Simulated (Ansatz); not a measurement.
C2H7BO2 (`OBCCO`) at its PBE0-D4/def2-TZVP geometry, where that method's forces vanish. The species carries charge 0 and has multiplicity 1.

```xyz
12

O    -2.4644    0.1656    0.4556
B    -1.2388    0.6525    0.1451
C     0.0248   -0.2188    0.4466
C     1.1421   -0.0983   -0.5740
O     2.3441   -0.7233   -0.1707
H    -3.1759    0.7830    0.2711
H    -1.1491    1.7568   -0.3327
H     0.4156    0.1361    1.4130
H    -0.2574   -1.2679    0.5967
H     1.3974    0.9527   -0.7303
H     0.8113   -0.4948   -1.5450
H     2.1502   -1.6436    0.0246
```

Task: What forces (eV/Å) does B3LYP-D4/def2-TZVPP give on these atoms in Ansatz? (Estimate.)

Result: Ansatz gave: 
```
O1  -0.111 -0.008  0.013
B2   0.102  0.159 -0.079
C3  -0.097 -0.030  0.170
C4  -0.164  0.236 -0.263
O5   0.262 -0.162  0.077
H6  -0.057 -0.009  0.008
H7  -0.014 -0.114  0.051
H8  -0.016 -0.028 -0.033
H9   0.024  0.043 -0.002
H10 -0.010 -0.060 -0.001
H11  0.022  0.024  0.039
H12  0.059 -0.050  0.020
```

B3LYP here is the variant with VWN-RPA as its local correlation; programs differ in this.
